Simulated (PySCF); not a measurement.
Species: C3H9NOSi2.
Numbering: `[CH3:1][CH2:2][O:3][Si@@H:4]([SiH3:5])[C:6]#[N:7]` (hydrogens: H8, H9, H10 on C1; H11, H12 on C2; H13 on Si4; H14, H15, H16 on Si5)

Theory: TDDFT B3LYP/def2-SVPD, vertical, gas phase, core orbitals frozen in the response (PySCF). Geometry: GFN2-xTB, one conformer, isolated molecule. Torsions of this conformer, `[CH3:1][CH2:2][O:3][Si@@H:4]([SiH3:5])[C:6]#[N:7]`: C1–C2–O3–Si4 178°, C2–O3–Si4–Si5 -175°.

Each state is given a Gaussian of 0.4 eV full width at half maximum, with ε(max) = 2.175×10⁸ f / Δν̃ (Δν̃ the width in cm⁻¹). The width is an assumption, not a result. The curve ends short of the highest state used, and states not computed would add to its high-energy end.

```tsv
λ (nm)	ε (L mol⁻¹ cm⁻¹)
181.7	2561
182.8	2178
183.8	1828
184.9	1462
186.0	1138
187.0	895
188.1	693
189.2	562
190.2	500
191.3	483
192.4	510
193.4	561
194.5	636
195.6	723
196.6	807
197.7	899
198.8	987
199.8	1058
200.9	1123
202.0	1169
203.0	1188
204.1	1183
205.1	1153
206.2	1092
207.3	1006
208.3	912
209.4	795
210.5	674
211.5	566
212.6	455
213.7	355
214.7	277
215.8	206
216.9	149
217.9	109
219.0	75
220.1	50
221.1	34
222.2	22
223.3	14
224.3	9
225.4	5
226.4	3
227.5	2
```

Task: Where are the band maxima, and which computed states make them?

Result: 203 nm (6.10 eV), ε about 1200, made up of S1 (82%) and S2 (18%) (ε in L mol⁻¹ cm⁻¹; maxima over ε = 5, shares over 10%). At its high-energy end, 6.82 eV, the curve is still rising (ε about 2500, from S3 and S6). The states used: S1 6.05 eV (f 0.015); S2 6.31 eV (f 0.0070); S3 6.87 eV (f 0.029); S4 6.91 eV (f 0.0013); S5 6.98 eV (f 0.0022); S6 7.11 eV (f 0.023); S7 7.29 eV (f 0.073); S8 7.42 eV (f 0.0057).

Task: Does any computed singlet lie in the visible range?

Result: No computed singlet lies in the visible range (380 to 750 nm); the lowest, at 205 nm, stands 2.79 eV above its violet end (3.26 eV).

Task: Coming from long wavelengths, where does ε first pass 100 L mol⁻¹ cm⁻¹?

Result: At about 218 nm (5.68 eV), 0.37 eV below S1.

Task: On this curve, what absorbance would a 10⁻⁵ mol/L sample give at 193 nm over a 1 cm path?

Result: 193 nm is 6.424 eV, where ε is about 540 L mol⁻¹ cm⁻¹, so A = ε c l ≈ 0.0054 (Beer–Lambert, with the gas-phase spectrum and the assumed width).
